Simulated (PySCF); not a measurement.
The vertical singlet excitations below were computed for one of the candidates. Method: TDDFT CAM-B3LYP/def2-SVPD, vertical, gas phase, core orbitals frozen in the response in PySCF 2.14.0, density-fitted response routines. Geometries: GFN2-xTB, one conformer each.

```
state  E (eV)       f
   S1    3.29  0.0010
   S2    5.65  0.0004
   S3    5.87   0.023
   S4    6.37  0.0021
   S5    6.61  0.0023
   S6    6.82  0.0086
   S7    7.13   0.013
   S8    7.56   0.018
```

Orbital energies (eV): HOMO-3 -12.18, HOMO-2 -11.02, HOMO-1 -10.17, HOMO -8.86, LUMO -0.92, LUMO+1 0.23, LUMO+2 0.74.

**Question.** Which structure fits? All have the formula C3H4O3Si.
A. `C(O)(=O)C#C[SiH2]O`
B. `O=C1OC=CO[SiH2]1`
C. `O=C[C@@H]1OC(=O)[SiH2]1`
D. `O=C1CC(=O)[SiH2]O1`

**Answer.** D. Its S1, at 3.29 eV, is the lowest among the candidates; the nearest of the others has S1 at 4.23 eV. S1 is HOMO→LUMO (94%). Löwdin shares by element: HOMO oxygen 46% or more, carbon 28% or more, silicon 10% (atoms not listed hold the other 16%); LUMO carbon 46% or more, oxygen 30% or more, silicon 11%. At the same level the other candidates give, for their lowest levels:
- `O=C1OC=CO[SiH2]1`: 4.69 eV (f 0.002); 5.05 eV (f 0.065); 5.73 eV (f 0.007); 6.57 eV (f 0.024); 6.73 eV (f 0.002); T1 3.97 eV; HOMO -8.32, LUMO -0.14 eV
- `O=C(O)C#C[SiH2]O`: 4.81 eV (f 0.000); 5.65 eV (f 0.011); 5.74 eV (f 0.053); 6.22 eV (f 0.002); 7.32 eV (f 0.018); T1 4.35 eV; HOMO -9.88, LUMO -0.73 eV
- `O=C[C@@H]1OC(=O)[SiH2]1`: 4.23 eV (f 0.001); 4.87 eV (f 0.003); 5.97 eV (f 0.027); 6.52 eV (f 0.005); 6.66 eV (f 0.110); T1 3.67 eV; HOMO -9.47, LUMO -0.72 eV
Triplets come from the Tamm–Dancoff approximation.
